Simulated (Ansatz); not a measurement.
The same path of C2H7NOSi (12 atoms, charge 0, multiplicity 1) was run twice with different band settings. Lost on the way: O3–C4, C4–H10. Made: O3–H10.

The calculation used RKS BLYP/6-31G* in Ansatz 0.2.0.

Relaxed end points:

```xyz
12
Properties=species:S:1:pos:R:3
C -1.385 0.956 1.405
Si 0.187 0.403 0.521
O 0.650 -1.221 0.549
C 0.246 -0.745 -0.922
N 1.244 -0.788 -1.926
H -1.663 1.981 1.105
H -1.240 0.956 2.500
H -2.226 0.283 1.172
H 1.282 1.420 0.657
H -0.643 -1.319 -1.214
H 1.553 -1.749 -2.124
H 2.071 -0.231 -1.689
```

```xyz
12
Properties=species:S:1:pos:R:3
C -1.246 0.950 0.918
Si 0.260 -0.161 0.604
O 0.241 -1.597 1.500
C 0.209 -0.705 -1.199
N 1.103 -0.244 -2.042
H -1.122 1.934 0.430
H -1.375 1.127 1.999
H -2.173 0.495 0.531
H 1.500 0.547 1.104
H -0.311 -2.279 1.064
H 1.105 -0.541 -3.032
H 1.886 0.418 -1.844
```

Common settings: spring 5.0 eV/Å²; optimiser quadratic models (default); start path through a guess of the saddle point; force threshold 0.05 eV/Å; iteration limit 60; end points relaxed.

| run | movable images | climbing image |
| --- | --- | --- |
| 1 | 9 | yes |
| 2 | 2 | no |

(1) What does each run give, and how far can it be trusted?

## Answers

(1) Run 1: converged after 14 iterations, highest image 1.388 eV above the first end. A vibrational analysis at the climbing image gives one clearly imaginary mode, 1436i cm⁻¹: a first-order saddle point.
Run 2: converged after 39 iterations, highest image 0.642 eV above the first end. The top lies less than 8 meV above the higher end, about what the thresholds resolve: that end is a shoulder or a very shallow well. No image climbed, so the highest image needn't sit at the top of the path. A band with more images between the same ends climbed to 1.39 eV, so this one has probably stepped over the top. So few images can step over the top or miss a turn of the path.
The orbitals stay closed-shell, which can raise the energy where a bond breaks towards radicals; this wasn't checked here.
